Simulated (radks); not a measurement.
Question: Ionisation ladder of lanthanum, from La XV to La XVII. Each ion is in the ground configuration listed by NIST, and IE = E(next ion) - E(this ion). Method: Dirac Kohn-Sham, PBEsol, spin-unpolarised, spherical densities, point nucleus; open shells fill j = l - 1/2 first; computed with a radial shooting solver on a logarithmic mesh with Libxc functionals.

species  configuration  IE, Delta-SCF (eV)  -e(HOMO) (eV)   HOMO  <r> HOMO (bohr)
La XV         [Kr] 4d7              365.62         350.23  4d5/2            0.713
La XVI        [Kr] 4d6              396.86         381.13  4d5/2            0.702
La XVII       [Kr] 4d5                   ?         412.71  4d5/2            0.692

Estimate the withheld Delta-SCF values.

Answer: La XVII: 428.77 eV (NIST 431).

Beside tabulated values, note that spin-unpolarised runs miss the spin-polarisation part of the exchange energy of open shells.
